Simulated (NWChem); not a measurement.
## Correlation energy of HP

```
P
H 1 1.4371
```
Charge 0, spin multiplicity 3.

All runs are NWChem calculations. Structure: optimised with UPBE0/def2-SVP, a minimum by its harmonic frequencies.

Basis set: 6-31G*. Each correlation energy counts from its own Hartree-Fock reference.

The correlated methods keep 5 core orbitals frozen. The Pople sets run with spherical d functions. This spin state was chosen for the runs; another may lie lower. The structure started from a generated list of species. The unpaired electrons of the parent sit in orbitals of symmetry b1 and b2 (C2v labels of the run); other states weren't searched. No SCF solution was tested for a lower state. Open-shell Hartree-Fock references start from PBE0 orbitals. Coupled-cluster values serve here as a point of comparison, not as the truth.

Question: Order these methods by the correlation energy they give, lowest first: UMP2, SCS-UMP2, CCSD on ROHF, CCSD[T] on ROHF.

Answer: CCSD[T] on ROHF (-96.3 mHa), CCSD on ROHF (-94.4 mHa), SCS-UMP2 (-69.7 mHa), UMP2 (-67.9 mHa)
